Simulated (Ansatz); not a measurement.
The same ligand exchange along the group Si, Ge, Sn.

Gas-phase electronic energies from Ansatz, PBE0-D4/def2-TZVP geometries. CCSD(T)/CBS is the MP2 limit (def2-TZVPP, def2-QZVPP) plus CCSD(T) − MP2 in def2-TZVPP, frozen cores. Small cases extrapolate CCSD(T) itself. DFT in def2-TZVPP. Elements past krypton have def2 core potentials. For Ge, Sn outer-core shells are correlated without core-valence functions, which leaves a few kJ/mol of doubt a bond. Scalar relativity is left out up to krypton.

```tsv
reaction	revPBE-D4 (kJ/mol)	ωB97M-V (kJ/mol)	LDA (SPW92) (kJ/mol)	CCSD(T)/CBS(def2) (kJ/mol)
`F[Si]F` + HCl → `F[Si]Cl` + H–F	38	52	46	49
`[F][Ge][F]` + HCl → `[F][Ge][Cl]` + H–F	-6	3	-2	-3
`[F][Sn][F]` + HCl → `[F][Sn][Cl]` + H–F	-24	-22	-25	-26
```

Largest T1 diagnostic: 0.017, for `[F][Sn][F]`.

Extrapolated directly: `F[Si]F` + HCl → `F[Si]Cl` + H–F.
